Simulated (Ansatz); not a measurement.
One geometry of C₂H₆BN⁺, that is B(NCMe)H3 with one electron fewer, several levels of theory.

```yaml
crystal:
  periodic: [false, false, false]
  atoms:
    - {symbol: B, position_ang: [0.000595, 0.005472, -2.085088]}
    - {symbol: N, position_ang: [-0.000402, 0.001567, -0.558809]}
    - {symbol: C, position_ang: [-0.000322, -0.001732, 0.598435]}
    - {symbol: C, position_ang: [-0.000574, -0.005366, 2.044958]}
    - {symbol: H, position_ang: [-1.033268, -0.039401, 2.424216]}
    - {symbol: H, position_ang: [0.487033, 0.904510, 2.426819]}
    - {symbol: H, position_ang: [0.544333, -0.884038, 2.422398]}
    - {symbol: H, position_ang: [1.176832, 0.007650, -2.423348]}
    - {symbol: H, position_ang: [-0.588252, 1.024068, -2.422227]}
    - {symbol: H, position_ang: [-0.585985, -1.012720, -2.427354]}
basis:
  gaussian: {orbitals: def2-TZVP, initial_orbitals: start.molden}
total_charge: 1
magnetization: {spin_polarized: true, initial_magnetization: 1}
hamiltonian: {xc: r2scan, dispersion: d4}
scf: {omitted_lower_state_checks: [starts]}
output: {orbitals: {seedname: orbitals}}
```

The file start.molden holds the orbitals of an earlier run on this structure, at another level or in another basis.

```sh
$ ansatz run in.yaml --threads 4 --pin off --events-out ev --progress --plain --max-ram 3916MiB
```

It prints (some lines left out):

```
Functional definition: r2SCAN
  name "r2SCAN"
  cite "Furness, Kaplan, Ning, Perdew & Sun, J. Phys. Chem. Lett. 11, 8208 (2020) doi:10.1021/acs.jpclett.0c02405"
  cite "Furness, Kaplan, Ning, Perdew & Sun, J. Phys. Chem. Lett. 11, 9248 (2020) doi:10.1021/acs.jpclett.0c03077"
  parent r2scan
  parameter k0 = 0.174
  parameter k1 = 0.065
  parameter a1 = 4.9479
  exchange = r2scan_x(k0 = k0, k1 = k1, a1 = a1)
  correlation = r2scan_c
these checks for a lower state are left out or cut short: starts
948 factors; their error is unknown
mean field evaluation 1: about -4326.3719 eV, gradient 3.1e0 eV
mean field evaluation 2: about -4326.4119 eV, gradient 6.2e-2 eV
mean field evaluation 4: about -4326.3986 eV, gradient 6.1e-4 eV
mean field evaluation 8: about -4326.3986 eV, gradient 1.6e-5 eV
mean field -4326.39859133 eV, -158.9922156929 hartree, gradient 1.1e-5 eV, S^2 0.759067; 0 other end points of the search recorded, 0 dependent functions left out
reference -4326.39860730 eV, -158.9922162800 hartree; 15, 14 occupied and 145, 146 virtual orbitals, 948 factors
Total energy: -4326.42699228 eV, -158.9932594088 hartree
Checks for a lower state left out: starts
```

Hardware: 4 threads of Intel Xeon on a shared host. Wall time 7.5 s.

As the first input, with `hamiltonian: {xc: pbe0, dispersion: d4}` (abridged; 11 s):

```
Functional definition: PBE0
mean field -4323.48162265 eV, -158.8850190713 hartree, gradient 7.4e-6 eV, S^2 0.758019
Total energy: -4323.57480272 eV, -158.8884433757 hartree
Checks for a lower state left out: starts
```

First input, but with `hamiltonian: {xc: pbe, dispersion: d4}` (abridged; 5.5 s):

```
Functional definition: PBE
mean field -4323.25586443 eV, -158.8767226096 hartree, gradient 3.2e-6 eV, S^2 0.753686
Total energy: -4323.36758783 eV, -158.8808283691 hartree
Checks for a lower state left out: starts
```

Geometry: r2SCAN-D4/def2-SVP, that of the neutral singlet.

At PBE-D4/def2-TZVP the gap within one spin of the charge 1 doublet nearly closes, so an electron or hole may be smeared out by delocalisation error.
